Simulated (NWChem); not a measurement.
The numbers come from NWChem runs, not from measurements. System: fluoroethylene carbonate (C3H3FO3), charge 0, spin multiplicity 1, at a geometry optimised with B3LYP/def2-SVP. Level: MP2/def2-SVP, 7 core orbitals frozen.

NWChem printed:

```
             Northwest Computational Chemistry Package (NWChem) 7.3.0
             --------------------------------------------------------

                                NWChem Input Module
                                -------------------

 Scaling coordinates for geometry "geometry" by  1.889725989
 (inverse scale =  0.529177249)

                             Geometry "geometry" -> ""
                             -------------------------

 Output coordinates in angstroms (scale by  1.889725989 to convert to a.u.)

  No.       Tag          Charge          X              Y              Z
 ---- ---------------- ---------- -------------- -------------- --------------
    1 O                    8.0000     2.28841300    -0.01954300     0.21022200
    2 C                    6.0000     1.12993800     0.09195600    -0.00787300
    3 O                    8.0000     0.43214600     1.25028000    -0.03875100
    4 C                    6.0000    -0.90922000     1.00446000    -0.44271700
    5 C                    6.0000    -1.04243300    -0.51539800    -0.30646600
    6 F                    9.0000    -1.64856900    -0.83993000     0.87504800
    7 O                    8.0000     0.28099000    -0.95321200    -0.29154200
    8 H                    1.0000    -1.60418000     1.52907700     0.22678200
    9 H                    1.0000    -1.05433000     1.34406100    -1.48089200
   10 H                    1.0000    -1.58647100    -1.02007500    -1.11842300

 Effective nuclear repulsion energy (a.u.)     322.6744263572

            Nuclear Dipole moment (a.u.)
            ----------------------------
        X                 Y               Z
 ---------------- ---------------- ----------------
    -0.0000000000     0.0000018897    -0.0000094486


 Summary of "ao basis" -> "" (spherical)
 ------------------------------------------------------------------------------
       Tag                 Description            Shells   Functions and Types
 ---------------- ------------------------------  ------  ---------------------
 *                          def2-svp                  on all atoms

 Summary of "ao basis" -> "ao basis" (spherical)
 ------------------------------------------------------------------------------
       Tag                 Description            Shells   Functions and Types
 ---------------- ------------------------------  ------  ---------------------
 O                          def2-svp                 6       14   3s2p1d
 C                          def2-svp                 6       14   3s2p1d
 F                          def2-svp                 6       14   3s2p1d
 H                          def2-svp                 3        5   2s1p

                                 NWChem SCF Module
                                 -----------------

  ao basis        = "ao basis"
  functions       =   113
  atoms           =    10
  closed shells   =    27
  open shells     =     0
  charge          =   0.00
  wavefunction    = RHF
  use symmetry    = F
  symmetry adapt  = F

 Summary of "ao basis" -> "ao basis" (spherical)
 ------------------------------------------------------------------------------
       Tag                 Description            Shells   Functions and Types
 ---------------- ------------------------------  ------  ---------------------
 O                          def2-svp                 6       14   3s2p1d
 C                          def2-svp                 6       14   3s2p1d
 F                          def2-svp                 6       14   3s2p1d
 H                          def2-svp                 3        5   2s1p

 Forming initial guess at       0.1s

      Superposition of Atomic Density Guess
      -------------------------------------

 Sum of atomic energies:        -437.73824159

      Non-variational initial energy
      ------------------------------

 Total energy =    -441.106345
 1-e energy   =   -1243.209337
 2-e energy   =     479.428566
 HOMO         =      -0.371922
 LUMO         =       0.096840

 Starting SCF solution at       2.2s

 ----------------------------------------------
         Quadratically convergent ROHF

 Convergence threshold     :          1.000E-07
 Maximum no. of iterations :          100
[...]
  ----- ------------  ---------------      ----- ------------  ---------------
     5      0.543582   1 O  py                8      0.380873   1 O  py
     6      0.159786   1 O  pz

 Vector   27  Occ=2.000000D+00  E=-4.893346D-01
              MO Center=  1.2D+00,  3.8D-01,  6.7D-04, r^2= 2.8D+00
   Bfn.  Coefficient  Atom+Function         Bfn.  Coefficient  Atom+Function
  ----- ------------  ---------------      ----- ------------  ---------------
     6      0.390806   1 O  pz               34     -0.329869   3 O  pz
     9      0.301114   1 O  pz               37     -0.276550   3 O  pz
     5     -0.184230   1 O  py               90     -0.177388   7 O  pz

 Vector   28  Occ=0.000000D+00  E= 1.570518D-01
              MO Center= -1.3D+00,  4.4D-01, -1.5D+00, r^2= 4.7D+00
   Bfn.  Coefficient  Atom+Function         Bfn.  Coefficient  Atom+Function
  ----- ------------  ---------------      ----- ------------  ---------------
    45      1.690275   4 C  s               105     -1.535738   9 H  s
   110     -1.315367  10 H  s                59      0.776315   5 C  s
   100     -0.710085   8 H  s                65     -0.441223   5 C  pz
    51     -0.395750   4 C  pz               50      0.347585   4 C  py
    64     -0.317607   5 C  py               63     -0.288044   5 C  px

 Vector   29  Occ=0.000000D+00  E= 1.917800D-01
              MO Center= -6.9D-01,  8.3D-01,  1.7D-01, r^2= 5.6D+00
   Bfn.  Coefficient  Atom+Function         Bfn.  Coefficient  Atom+Function
  ----- ------------  ---------------      ----- ------------  ---------------
    45      1.771632   4 C  s               100     -1.699870   8 H  s
    59     -1.060368   5 C  s               110      0.674189  10 H  s
    49     -0.617579   4 C  px               23     -0.426681   2 C  pz
    51      0.365358   4 C  pz               65      0.341365   5 C  pz
    20     -0.333771   2 C  pz                9      0.286581   1 O  pz

 Vector   30  Occ=0.000000D+00  E= 1.991855D-01
              MO Center= -1.4D-01, -6.3D-02, -4.3D-01, r^2= 5.8D+00
   Bfn.  Coefficient  Atom+Function         Bfn.  Coefficient  Atom+Function
  ----- ------------  ---------------      ----- ------------  ---------------
   110      1.387641  10 H  s                59     -0.930118   5 C  s
   100     -0.888143   8 H  s                45      0.823032   4 C  s
    23      0.511356   2 C  pz               65      0.498902   5 C  pz
    20      0.401297   2 C  pz              105     -0.368901   9 H  s
     9     -0.346796   1 O  pz               49     -0.322717   4 C  px

 center of mass
 --------------
 x =   0.04546745 y =  -0.04774932 z =   0.05754779

 moments of inertia (a.u.)
 ------------------
         346.542435260513         -87.417221161537          35.051329832982
         -87.417221161537         741.560971334066          50.829716965622
          35.051329832982          50.829716965622         919.964760101293

  Mulliken analysis of the total density
  --------------------------------------

    Atom       Charge   Shell Charges
 -----------   ------   -------------------------------------------------------
    1 O    8     8.33   1.99  1.08  0.69  2.81  1.73  0.02
    2 C    6     5.29   1.99  0.89  0.03  1.83  0.35  0.20
    3 O    8     8.51   1.99  1.06  0.75  2.86  1.83  0.02
    4 C    6     5.77   1.99  0.89  0.16  2.00  0.67  0.07
    5 C    6     5.47   1.99  0.90  0.12  1.89  0.46  0.12
    6 F    9     9.35   1.99  1.12  0.82  3.33  2.08  0.01
    7 O    8     8.51   1.99  1.07  0.74  2.86  1.83  0.02
    8 H    1     0.91   0.75  0.14  0.02
    9 H    1     0.92   0.76  0.14  0.02
   10 H    1     0.93   0.77  0.14  0.02

       Multipole analysis of the density wrt the origin
       ------------------------------------------------

     L   x y z        total         open         nuclear
     -   - - -        -----         ----         -------
     0   0 0 0     -0.000000      0.000000     54.000000

     1   1 0 0     -1.796230      0.000000     -0.000000
     1   0 1 0      0.475109      0.000000      0.000002
     1   0 0 1     -1.007171      0.000000     -0.000009

     2   2 0 0    -33.496991      0.000000    335.047520
     2   1 1 0     -1.605850      0.000000     37.138183
     2   1 0 1      1.924923      0.000000     -9.546965
     2   0 2 0    -30.159110      0.000000    139.307995
     2   0 1 1      0.333285      0.000000    -25.138909
     2   0 0 2    -27.274902      0.000000     47.038580

                   NWChem MP2 Semi-direct Energy/Gradient Module
                   ---------------------------------------------

  Basis functions       =    113
  Molecular orbitals    =    113
  Frozen core           =      7
  Frozen virtuals       =      0
  Active alpha occupied =     20
  Active beta occupied  =     20
  Active alpha virtual  =     86
  Active beta virtual   =     86
  Use MO symmetry       = F
  Use skeleton AO sym   = F

  AO/Fock/Back tols     =   1.0D-09  1.0D-09  1.0D-09

 GA uses MA = F    GA memory limited = T

 Available:
  local mem=  1.26D+08
 global mem=  1.44D+08
 local disk=  0.00D+00
  mp2_memr nvloc                    86
  nvloc new                    86
   1 passes of  20:        3145728                      69908                  36127458.
   1 passes of  20: M    126152890           G      144153662           F     123007162.

 Semi-direct pass number   1 of   1  for RHF alpha+beta  at        8.0s
  vrange nnbf                  6174
  mp2_eaftype                   137  avail_ma_in_mb                  1099
 EAF : mp2_eaftype filesize         137   18063729.
  mp2_eaf for mointskh                    137
Node 0 wrote     85.0 Mb in      0.1 s     Agg I/O rate:   593.3 Mb/s
 Done moints_semi at       13.6s
  mp2_eaftype                   137  avail_ma_in_mb                   962
 EAF : mp2_eaftype filesize         137   18063729.
  mp2_eaf for kh                   137
 Done maket at       14.2s
 Done multipass loop at       14.2s

          -------------------------------------------
          SCF energy                -439.046451184369
          Correlation energy          -1.107170603731
          Singlet pairs               -0.659803809007
          Triplet pairs               -0.447366794724
          Total MP2 energy          -440.153621788100
          -------------------------------------------

          ---------------------------------------------------
                    Spin Component Scaled (SCS) MP2
          Same spin pairs                     -0.298244529816
          Same spin scaling factor             0.333333333333
          Opposite spin pairs                 -0.808926073915
          Opposite spin scaling fact.          1.200000000000
          SCS-MP2 correlation energy          -1.070126131969
          Total SCS-MP2 energy              -440.116577316339
          ---------------------------------------------------

 -----------------------
 Performance information
 -----------------------

 Timer overhead =  1.36D-07 seconds/call

               Nr. of calls         CPU time (s)                 Wall time (s)                GFlops
             ---------------    -------------------     ------------------------------   -------------------
Name         Min   Avg   Max    Min     Avg     Max     Min     Avg     Max   Mx/calls   Min     Max     Sum
mp2: moin     1     1     1    5.5     5.5     5.5      5.5     5.5     5.5     5.5      0.0     0.0     0.0
mp2: make     1     1     1   0.64    0.64    0.64     0.64    0.64    0.64    0.64      0.0     0.0     0.0
mp2: tota     1     1     1    6.2     6.2     6.2      6.2     6.2     6.2     6.2      0.0     0.0     0.0

 The average no. of pstat calls per process was 3.00D+00
 with a timing overhead of 4.08D-07s

 Task  times  cpu:       14.2s     wall:       14.2s

 Total times  cpu:       14.2s     wall:       14.2s
```

Write an NWChem input that would produce this output.

This is not unique; one that fits is 
```
start mol
memory heap 200 mb stack 900 mb global 1100 mb
geometry units angstroms nocenter noautoz noautosym
  O      2.288413    -0.019543     0.210222
  C      1.129938     0.091956    -0.007873
  O      0.432146     1.250280    -0.038751
  C     -0.909220     1.004460    -0.442717
  C     -1.042433    -0.515398    -0.306466
  F     -1.648569    -0.839930     0.875048
  O      0.280990    -0.953212    -0.291542
  H     -1.604180     1.529077     0.226782
  H     -1.054330     1.344061    -1.480892
  H     -1.586471    -1.020075    -1.118423
end
basis spherical
  * library def2-svp
end
scf
  rhf
  nopen 0
  maxiter 100
  thresh 1e-7
  semidirect memsize 60000000 filesize 0
end
mp2
  freeze core 7
end
task mp2 energy
```
